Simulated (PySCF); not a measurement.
# Spin-rotation constants: `FC[C@@H]1OCC1(F)F`, C₄H₅F₃O

Geometry:
```json
{"atom": "F1", "x (Å)": "2.610", "y (Å)": "-0.601", "z (Å)": "0.298"}
{"atom": "C2", "x (Å)": "1.670", "y (Å)": "0.247", "z (Å)": "-0.217"}
{"atom": "C3", "x (Å)": "0.329", "y (Å)": "-0.468", "z (Å)": "-0.330"}
{"atom": "O4", "x (Å)": "-0.546", "y (Å)": "0.143", "z (Å)": "-1.284"}
{"atom": "C5", "x (Å)": "-1.588", "y (Å)": "0.355", "z (Å)": "-0.327"}
{"atom": "C6", "x (Å)": "-0.717", "y (Å)": "-0.243", "z (Å)": "0.774"}
{"atom": "F7", "x (Å)": "-0.368", "y (Å)": "0.601", "z (Å)": "1.769"}
{"atom": "F8", "x (Å)": "-1.191", "y (Å)": "-1.353", "z (Å)": "1.377"}
{"atom": "H9", "x (Å)": "1.620", "y (Å)": "1.119", "z (Å)": "0.441"}
{"atom": "H10", "x (Å)": "1.996", "y (Å)": "0.539", "z (Å)": "-1.221"}
{"atom": "H11", "x (Å)": "0.495", "y (Å)": "-1.530", "z (Å)": "-0.546"}
{"atom": "H12", "x (Å)": "-2.487", "y (Å)": "-0.221", "z (Å)": "-0.554"}
{"atom": "H13", "x (Å)": "-1.827", "y (Å)": "1.413", "z (Å)": "-0.197"}
```

Method used: GIAO B3LYP/pcSseg-1 magnetisability, rotational g tensor and spin-rotation constants, non-relativistic, gas phase in PySCF. Geometry: GFN2-xTB.

(1) Give the nuclear spin-rotation constants along the inertial axes (H = +C I·J) beside the isotropic shieldings.

(2) How do the rotational constants and the g tensor change when H9, H10, H11, H12, H13 are replaced by deuterium?

## Answers

(1) Rotational constants 2.9149, 1.6398, 1.3383 GHz. A star marks the isotopologue with that one atom substituted, in its own axes.
| atom | isotope | Caa (kHz) | Cbb (kHz) | Ccc (kHz) | mean (kHz) | σ (ppm) |
| --- | --- | --- | --- | --- | --- | --- |
| F1 | 19F | 0.518 | 0.809 | 0.182 | 0.503 | 425.2 |
| F7 | 19F | 3.932 | 1.175 | 1.290 | 2.132 | 295.1 |
| F8 | 19F | 4.194 | 1.349 | 1.331 | 2.292 | 282.0 |
| H9 | 1H | -0.263 | -0.144 | 0.060 | -0.116 | 26.5 |
| H10 | 1H | -0.158 | 0.028 | -0.141 | -0.090 | 27.0 |
| H11 | 1H | -0.264 | -0.204 | 0.103 | -0.121 | 26.6 |
| H12 | 1H | -0.001 | -0.153 | -0.064 | -0.073 | 26.8 |
| H13 | 1H | -0.302 | -0.162 | 0.076 | -0.130 | 27.0 |
| C2 | 13C* | 0.717 | 0.376 | 0.359 | 0.484 | 97.5 |
| C3 | 13C* | 0.850 | 0.369 | 0.387 | 0.535 | 84.8 |
| O4 | 17O* | -0.057 | -0.095 | -0.111 | -0.088 | 331.2 |
| C5 | 13C* | 0.734 | 0.365 | 0.368 | 0.489 | 96.2 |
| C6 | 13C* | 0.917 | 0.579 | 0.359 | 0.619 | 54.4 |

For the geometry as given, no vibrational averaging.

(2) Constants 2.7382, 1.5291, 1.2676 GHz; g -0.0314, -0.0121, -0.0185, against -0.0333, -0.0130, -0.0195 before.
